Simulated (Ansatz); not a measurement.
`S[Si](S)(Cl)Cl` and `S[SiH](S)Cl` differ in one atom or group.

Ansatz, PBE0-D4/def2-TZVP geometries, multiplicity 1. Each molecule was computed in one conformer, which needn't be the lowest.

| property | `S[Si](S)(Cl)Cl` |
| --- | --- |
| HOMO energy (PBE0/def2-TZVPP) / eV | -8.07 |
| HOMO energy (ωB97M-V/def2-TZVPP) / eV | -10.25 |
| HOMO–LUMO gap (B3LYP/def2-TZVPP) / eV | 7.01 |
| LUMO energy (ωB97M-V/def2-TZVPP) / eV | 1.51 |
| HOMO energy (B3LYP/def2-TZVPP) / eV | -7.79 |
| HOMO energy (PBE/def2-TZVPP) / eV | -6.80 |

What does the change do to each property? (Estimate.)

The calculation gave: 
```json
{"property": "HOMO energy (PBE0/def2-TZVPP) / eV", "`S[SiH](S)Cl`": "-7.92", "shift": "0.15"}
{"property": "HOMO energy (ωB97M-V/def2-TZVPP) / eV", "`S[SiH](S)Cl`": "-10.10", "shift": "0.15"}
{"property": "HOMO–LUMO gap (B3LYP/def2-TZVPP) / eV", "`S[SiH](S)Cl`": "7.01", "shift": "0.00"}
{"property": "LUMO energy (ωB97M-V/def2-TZVPP) / eV", "`S[SiH](S)Cl`": "1.55", "shift": "0.04"}
{"property": "HOMO energy (B3LYP/def2-TZVPP) / eV", "`S[SiH](S)Cl`": "-7.65", "shift": "0.14"}
{"property": "HOMO energy (PBE/def2-TZVPP) / eV", "`S[SiH](S)Cl`": "-6.67", "shift": "0.13"}
```

B3LYP here is the variant with VWN-RPA as its local correlation; programs differ in this.
